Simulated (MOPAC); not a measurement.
MOPAC input (MNDO):

```
MNDO PRECISE GNORM=0.05 LET XYZ GEO-OK AUX(PRECISION=9) THREADS=1
C5H10Se

Se    1.43267800 1    0.84148600 1   -0.15596500 1
C    -0.00331900 1   -0.48646800 1    0.12717700 1
C    -0.90585300 1   -0.74837200 1   -1.07423400 1
C    -2.11878700 1   -1.45485200 1   -0.44647400 1
C    -2.24919800 1   -0.85747300 1    0.98143800 1
C    -0.97554800 1   -0.00791300 1    1.20799800 1
H     2.13457600 1    0.06330100 1   -1.19028900 1
H     0.48246500 1   -1.40995100 1    0.44383000 1
H    -1.20055800 1    0.20637800 1   -1.51601600 1
H    -0.41876100 1   -1.33640200 1   -1.85259100 1
H    -1.93387700 1   -2.52910900 1   -0.38867000 1
H    -3.02362400 1   -1.31946800 1   -1.03898800 1
H    -2.32539600 1   -1.65098100 1    1.72516600 1
H    -3.14552400 1   -0.24536800 1    1.08092900 1
H    -0.56630700 1   -0.10931900 1    2.21262800 1
H    -1.19782100 1    1.05087200 1    1.05138500 1
```

From the output:

```
                                                       MOPAC v23.2.5 Linux

          FINAL HEAT OF FORMATION =        -14.07101 KCAL/MOL =     -58.87311 KJ/MOL

          COSMO AREA              =        146.70 SQUARE ANGSTROMS
          COSMO VOLUME            =        142.39 CUBIC ANGSTROMS

          GRADIENT NORM           =          0.04102          =       0.01026 PER ATOM
          IONIZATION POTENTIAL    =          8.664958 EV
          HOMO LUMO ENERGIES (EV) =         -8.665  0.108
          NO. OF FILLED LEVELS    =         18
          MOLECULAR WEIGHT        =        149.0940         POINT GROUP:  C1

          MOLECULAR DIMENSIONS (Angstroms)

            Atom       Atom       Distance
            H    13    H     7     5.81866
            H    15    H    12     4.14573
            H    10    H    16     3.57994

          SCF CALCULATIONS        =        111

   ATOM   CHEMICAL          X               Y               Z
  NUMBER   SYMBOL      (ANGSTROMS)     (ANGSTROMS)     (ANGSTROMS)

     1      Se          1.11127710  *   1.05042594  *  -0.28189775  *
     2       C          0.14063328  *  -0.59397503  *   0.18921979  *
     3       C         -0.69290376  *  -1.15558371  *  -0.97515537  *
     4       C         -2.17124954  *  -1.17282116  *  -0.53516249  *
     5       C         -2.24017529  *  -0.66162715  *   0.91685959  *
     6       C         -0.80265254  *  -0.34147352  *   1.37679797  *
     7       H          2.15994023  *   0.39242657  *  -1.04525057  *
     8       H          0.93712926  *  -1.31160950  *   0.47651189  *
     9       H         -0.56776021  *  -0.55427922  *  -1.90058867  *
    10       H         -0.34613195  *  -2.18219297  *  -1.22999533  *
    11       H         -2.59200961  *  -2.19811369  *  -0.61337368  *
    12       H         -2.78692410  *  -0.53575941  *  -1.20579917  *
    13       H         -2.70510086  *  -1.42037777  *   1.58188996  *
    14       H         -2.88313642  *   0.24214869  *   0.98501879  *
    15       H         -0.50998613  *  -0.98625917  *   2.23566079  *
    16       H         -0.73505525  *   0.70329067  *   1.74812175  *

                             CARTESIAN COORDINATES

   1   Se        1.111277102     1.050425940    -0.281897752
   2    C        0.140633283    -0.593975032     0.189219792
   3    C       -0.692903758    -1.155583712    -0.975155368
   4    C       -2.171249542    -1.172821157    -0.535162486
   5    C       -2.240175289    -0.661627146     0.916859592
   6    C       -0.802652540    -0.341473518     1.376797969
   7    H        2.159940229     0.392426567    -1.045250566
   8    H        0.937129265    -1.311609504     0.476511892
   9    H       -0.567760206    -0.554279221    -1.900588674
  10    H       -0.346131947    -2.182192965    -1.229995334
  11    H       -2.592009606    -2.198113688    -0.613373682
  12    H       -2.786924101    -0.535759409    -1.205799172
  13    H       -2.705100864    -1.420377767     1.581889960
  14    H       -2.883136416     0.242148694     0.985018790
  15    H       -0.509986128    -0.986259170     2.235660791
  16    H       -0.735055255     0.703290674     1.748121752

           Empirical Formula: C5 H10 Se  =    16 atoms

      MOLECULAR POINT GROUP   :   C1

                  EIGENVALUES
 -43.56484 -31.25524 -31.17708 -21.86682 -21.46040 -19.13097 -16.61467 -15.31992
 -14.51988 -14.19313 -13.30003 -12.86272 -12.63744 -12.59883 -12.49022 -12.12317
 -11.30888  -8.66496   0.10786   0.68804   3.17072   3.28500   3.40051   3.74239
   4.11289   4.37555   4.52785   4.58980   4.79034   4.93489   5.30860   5.49048
   5.57946   5.62110

              NET ATOMIC CHARGES AND DIPOLE CONTRIBUTIONS

  ATOM NO.   TYPE          CHARGE      No. of ELECS.   s-Pop       p-Pop
    1         Se           0.041572        5.9584     1.94663     4.01180
    2          C          -0.108167        4.1082     1.24865     2.85952
    3          C          -0.008293        4.0083     1.22510     2.78319
    4          C          -0.015525        4.0155     1.22241     2.79312
    5          C          -0.017843        4.0178     1.22263     2.79522
    6          C          -0.003516        4.0035     1.22551     2.77801
    7          H          -0.034602        1.0346     1.03460
    8          H           0.034724        0.9653     0.96528
    9          H           0.022928        0.9771     0.97707
   10          H           0.010649        0.9894     0.98935
   11          H           0.009225        0.9908     0.99077
   12          H           0.013015        0.9870     0.98698
   13          H           0.010058        0.9899     0.98994
   14          H           0.012266        0.9877     0.98773
   15          H           0.015371        0.9846     0.98463
   16          H           0.018137        0.9819     0.98186
 DIPOLE           X         Y         Z       TOTAL
 POINT-CHG.    -0.430     0.061     0.153     0.461
 HYBRID         0.288    -0.775    -0.206     0.852
 SUM           -0.142    -0.714    -0.053     0.730

          ATOMIC ORBITAL ELECTRON POPULATIONS

     Atom    s        px        py        pz
    1 Se   1.94663   1.30313   1.01600   1.69266
    2  C   1.24865   0.95273   0.94206   0.96472
    3  C   1.22510   0.92739   0.93013   0.92567
    4  C   1.22241   0.92918   0.93267   0.93127
    5  C   1.22263   0.92963   0.93380   0.93178
    6  C   1.22551   0.92179   0.93876   0.91746
    7  H   1.03460
    8  H   0.96528
    9  H   0.97707
   10  H   0.98935
   11  H   0.99077
   12  H   0.98698
   13  H   0.98994
   14  H   0.98773
   15  H   0.98463
   16  H   0.98186

 **********************
 *                    *
 * JOB ENDED NORMALLY *
 *                    *
 **********************

 == MOPAC DONE ==
```

The geometry given is a B3LYP-D3(BJ)/def2-TZVP minimum.
